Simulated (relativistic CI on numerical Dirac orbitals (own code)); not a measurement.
Os8+: computed level list

Method of calculation: Dirac-Coulomb-Breit CI, KLI orbitals optimised for each configuration, model QED, unscaled Slater integrals (own radial code, finite nucleus).

Configuration list (outside the closed core [Kr] 4d10): 4f¹⁴5s²5p⁶, 4f¹⁴5s²5p⁵5d, 4f¹⁴5s5p⁶5d, 4f¹⁴5s²5p⁵5f, 4f¹³5s²5p⁶5d, 4f¹⁴5s²5p⁵6s, 4f¹⁴5s²5p⁵5g, 4f¹³5s²5p⁶6s, 4f¹⁴5s5p⁶5f, 4f¹⁴5s²5p⁵6p, 4f¹⁴5p⁶5d², 4f¹⁴5p⁵5d³, 4f¹⁴5p⁵5d²5f, 4f¹³5p⁶5d³, 4f¹⁴5p⁵5d²6s, 4f¹⁴5p⁵5d²5g. Double excitations out of closed p, d and f shells are left out; levels of such configurations are missing from the list, as are those of other unlisted configurations, and high levels can miss mixing partners. These lack a partner that the ground configuration has and come out too high: 4f¹³5s²5p⁶6s, 4f¹⁴5s²5p⁵6p.

```
No.  Configuration  Term  J  E (cm⁻¹)    %   Next component (%)
  1     4f¹⁴5s²5p⁶    ¹S  0         0  100                     
  2   4f¹⁴5s²5p⁵5d   ³P°  0    363659  100                     
  3   4f¹⁴5s²5p⁵5d   ³P°  1    372016   85               14 ³D°
  4   4f¹⁴5s²5p⁵5d   ³F°  3    384846   64               26 ¹F°
  5   4f¹⁴5s²5p⁵5d   ³D°  2    386605   47               43 ³P°
  6   4f¹⁴5s²5p⁵5d   ³F°  4    388997   99                     
  7   4f¹⁴5s²5p⁵5d   ¹D°  2    397493   54               21 ³P°
  8   4f¹⁴5s²5p⁵5d   ³D°  3    412250   64               35 ¹F°
  9   4f¹⁴5s²5p⁵5d   ³D°  1    444094   63               22 ¹P°
 10   4f¹³5s²5p⁶5d   ³P°  2    480789   82               14 ³D°
 11   4f¹³5s²5p⁶5d   ³H°  5    488113   55               40 ¹H°
 12   4f¹⁴5s²5p⁵5d   ³F°  2    490687   61               24 ¹D°
 13   4f¹³5s²5p⁶5d   ³D°  3    493649   48               40 ³F°
 14   4f¹³5s²5p⁶5d   ³G°  4    496542   39               30 ³F°
 15   4f¹³5s²5p⁶5d   ³P°  1    500095   77               18 ³D°
 16   4f¹³5s²5p⁶5d   ³H°  6    500728  100                     
 17   4f¹³5s²5p⁶5d   ¹D°  2    503688   44               31 ³D°
 18   4f¹³5s²5p⁶5d   ³H°  4    507827   65               35 ³F°
 19   4f¹³5s²5p⁶5d   ³D°  3    508568   40               18 ¹F°
 20   4f¹⁴5s²5p⁵5d   ³D°  2    508791   37               29 ³P°
 21   4f¹³5s²5p⁶5d   ³G°  5    511953   79               19 ¹H°
 22   4f¹³5s²5p⁶5d   ¹G°  4    511957   48               27 ³F°
 23   4f¹³5s²5p⁶5d   ¹P°  1    512745   64  14 4f¹⁴5s²5p⁵5d ¹P°
 24   4f¹³5s²5p⁶5d   ³P°  0    514257  100                     
 25   4f¹³5s²5p⁶5d   ³F°  2    515686   40               33 ¹D°
 26   4f¹⁴5s²5p⁵5d   ¹F°  3    515825   27               25 ³F°
 27   4f¹³5s²5p⁶5d   ³G°  3    520758   64               31 ¹F°
 28   4f¹³5s²5p⁶5d   ³D°  1    523250   82               18 ³P°
 29   4f¹³5s²5p⁶5d   ³H°  5    525260   44               40 ¹H°
 30   4f¹³5s²5p⁶5d   ³D°  2    529310   43               42 ³F°
 31   4f¹³5s²5p⁶5d   ³F°  3    533374   44               23 ³G°
 32   4f¹³5s²5p⁶5d   ³G°  4    534026   54               35 ¹G°
 33   4f¹⁴5s²5p⁵6s   ³P°  2    573260  100                     
 34   4f¹⁴5s²5p⁵6s   ¹P°  1    577312   57               33 ³P°
 35   4f¹⁴5s²5p⁵5d   ¹P°  1    589793   57  25 4f¹³5s²5p⁶5d ¹P°
 36   4f¹⁴5s²5p⁵6p    ³S  1    664614   48                42 ³P
 37   4f¹⁴5s²5p⁵6p    ³D  2    667633   52                35 ¹D
 38   4f¹⁴5s²5p⁵6s   ³P°  0    686628  100                     
 39   4f¹⁴5s²5p⁵6s   ³P°  1    689174   64               36 ¹P°
 40   4f¹³5s²5p⁶6s   ³F°  4    690225  100                     
 41   4f¹³5s²5p⁶6s   ¹F°  3    691181   53               47 ³F°
 42   4f¹⁴5s²5p⁵6p    ³D  3    694697  100                     
 43   4f¹⁴5s²5p⁵6p    ¹P  1    695860   58                25 ³S
 44   4f¹⁴5s²5p⁵6p    ³P  2    701974   68                31 ¹D
 45   4f¹³5s²5p⁶6s   ³F°  2    711997  100                     
 46   4f¹³5s²5p⁶6s   ³F°  3    712750   53               47 ¹F°
 47   4f¹⁴5s²5p⁵6p    ¹S  0    715536   55                45 ³P
 48   4f¹⁴5s²5p⁵5f    ³D  1    755885   65    29 4f¹⁴5s5p⁶5d ³D
 49   4f¹⁴5s²5p⁵5f    ³D  2    764476   61    29 4f¹⁴5s5p⁶5d ³D
 50   4f¹⁴5s²5p⁵5f    ³D  3    776013   46    25 4f¹⁴5s5p⁶5d ³D
 51   4f¹⁴5s²5p⁵6p    ³D  1    781783   68                24 ¹P
 52   4f¹⁴5s²5p⁵5f    ³G  5    785073  100                     
 53   4f¹⁴5s²5p⁵5f    ³G  4    787200   57                40 ¹G
 54   4f¹⁴5s²5p⁵5f    ¹F  3    793547   41                30 ³F
 55   4f¹⁴5s²5p⁵6p    ³P  0    795631   55                45 ¹S
 56   4f¹⁴5s²5p⁵5f    ³F  4    795665   68                27 ¹G
 57   4f¹⁴5s²5p⁵5f    ¹D  2    798653   51                37 ³F
 58   4f¹⁴5s²5p⁵6p    ³P  1    810594   54                24 ³S
 59   4f¹⁴5s²5p⁵6p    ³D  2    811851   40                28 ¹D
 60    4f¹⁴5s5p⁶5d    ³D  2    826331   51   16 4f¹⁴5s²5p⁵5f ³D
 61    4f¹⁴5s5p⁶5d    ³D  3    827760   68   16 4f¹⁴5s²5p⁵5f ³F
 62    4f¹⁴5s5p⁶5d    ³D  1    828000   68   32 4f¹⁴5s²5p⁵5f ³D
 63    4f¹⁴5s5p⁶5d    ¹D  2    846354   80                13 ³D
 64   4f¹⁴5s²5p⁵5f    ³G  3    901196   70                17 ¹F
 65   4f¹⁴5s²5p⁵5f    ³G  4    903971   38                34 ¹G
 66   4f¹⁴5s²5p⁵5f    ³D  3    908943   50                25 ³F
 67   4f¹⁴5s²5p⁵5f    ³F  2    910525   43                36 ¹D
 68   4f¹⁴5s²5p⁵5g   ³F°  2    980421   99    1 4f¹⁴5s5p⁶5f ³F°
 69   4f¹⁴5s²5p⁵5g   ³F°  3    981523   71               25 ¹F°
 70   4f¹⁴5s²5p⁵5g   ³H°  6    982915  100
```

Energies count from the lowest computed level; ° marks odd parity.

The mean weight of the leading LS term, summed over parents, in these 70 levels is 65 %, and that of the leading jj configuration (from the same eigenvectors) 87 %, so jj coupling describes them better and the LS labels are nominal.

At this charge configurations can still be misplaced by up to about 7 % of their energy. Levels and lines within the n = 5 or 6 shells can be off by up to 10 % or somewhat more, and those that change n by about 2 %, since core polarisation is missing. Levels that differ in their count of f electrons can be misplaced by several ten thousand cm⁻¹, since the correlation energy of f electrons is missing or only estimated; rates across such gaps can be off by orders of magnitude.

LS names give the leading component of a level, which can be under half, so a name can repeat, a term be missing and a line seem to break the LS rules.
